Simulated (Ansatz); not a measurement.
`O=CB([SiH3])[AsH2]`. Charge 0, multiplicity 1. Correlated methods include outer-core shells of As, which these sets cover unevenly. Scalar relativity is left out up to krypton.

Cartesian coordinates in Å:
```
O -1.7422 -0.8660 1.6118
C -1.3187 0.1827 1.1722
B -0.0410 0.1902 0.2702
Si -0.2020 -0.1698 -1.7016
As 1.7026 0.7003 1.0698
H -1.8493 1.1368 1.4101
H 1.0693 0.1078 -2.4222
H -0.5396 -1.6123 -1.8485
H -1.2895 0.6389 -2.3178
H 2.5964 -0.2895 0.3577
H 1.6140 -0.0190 2.3983
```

Give the diagnostics of a CCSD(T)/def2-TZVPP run (frozen core, the Gaussian-basis code of Ansatz). (An estimate is asked.)

Ansatz gave: T1 = 0.0169, largest single amplitude 0.043, largest double 0.041, (T) share of the correlation energy 4.0 %, 13 CCSD cycles. The RHF solution is stable towards an unrestricted one. T1 lies under the customary mark of 0.02 for closed shells.
